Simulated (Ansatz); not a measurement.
Ansatz (an electronic-structure program) input (B97M-V/def2-TZVPD):

Ansatz 0.2 input:
```yaml
crystal:
  periodic: [false, false, false]
  atoms:
    - {symbol: B, position_ang: [0.11749545, -0.46175367, 0.26710901]}
    - {symbol: C, position_ang: [1.35412578, 0.08104508, -0.45513194]}
    - {symbol: C, position_ang: [-1.27444551, 0.24937816, 0.21536301]}
    - {symbol: H, position_ang: [0.22621244, -1.47456149, 0.89723098]}
    - {symbol: H, position_ang: [2.32449747, -0.40484056, -0.42551306]}
    - {symbol: H, position_ang: [1.33662003, 0.99323618, -1.04653396]}
    - {symbol: H, position_ang: [-1.30392167, 1.16671283, -0.37584828]}
    - {symbol: H, position_ang: [-1.61527894, 0.48359167, 1.23134560]}
    - {symbol: H, position_ang: [-2.03368822, -0.43790971, -0.17761272]}
basis:
  gaussian:
    orbitals: def2-TZVPD
hamiltonian:
  xc: {name: B97M-V}
magnetization: {spin_polarized: true, initial_magnetization: 1}
output: {forces: true}
```

End of the output:

```
integrals: 0.06 GiB planned
819 factors; their error is unknown
0.28 GiB of the device are held for the grids
0.61 GiB of device memory are held for the factors and their scratch space
mean field: 0.94 GiB planned
mean field evaluation 1: about -2840.0021 eV, gradient 4.0e1 eV
mean field evaluation 2: about -2835.0187 eV, gradient 4.8e1 eV
mean field evaluation 4: about -2847.9812 eV, gradient 1.7e0 eV
mean field evaluation 8: about -2848.0036 eV, gradient 3.2e-2 eV
mean field evaluation 16: about -2847.9695 eV, gradient 1.0e-4 eV
mean field -2847.96951472 eV, -104.6609492430 hartree, gradient 2.2e-5 eV, S^2 0.753857; 0 other end points of the search recorded, 0 dependent functions left out
the calculation of the forces begins
reference -2847.96958521 eV, -104.6609518335 hartree; 12, 11 occupied and 153, 154 virtual orbitals, 819 factors
Total energy: -2847.96958521 eV, -104.6609518335 hartree
Atom 0 at     0.117495    -0.461754     0.267109 Å, force    -0.082540     0.221295    -0.120222 eV/Å
Atom 1 at     1.354126     0.081045    -0.455132 Å, force    -0.001979    -0.036103     0.024200 eV/Å
Atom 2 at    -1.274446     0.249378     0.215363 Å, force     0.069173    -0.053612     0.014522 eV/Å
Atom 3 at     0.226212    -1.474561     0.897231 Å, force     0.005816    -0.064223     0.040277 eV/Å
Atom 4 at     2.324497    -0.404841    -0.425513 Å, force    -0.118785     0.085323    -0.020529 eV/Å
Atom 5 at     1.336620     0.993236    -1.046534 Å, force     0.016533    -0.107226     0.065220 eV/Å
Atom 6 at    -1.303922     1.166713    -0.375848 Å, force    -0.003003    -0.112567     0.074514 eV/Å
Atom 7 at    -1.615279     0.483592     1.231346 Å, force     0.025283    -0.037163    -0.147119 eV/Å
Atom 8 at    -2.033688    -0.437910    -0.177613 Å, force     0.089503     0.104276     0.069138 eV/Å
Dipole moment:     0.068664     0.121936    -0.100141 e Å
```

It need not be the lowest isomer of its formula.
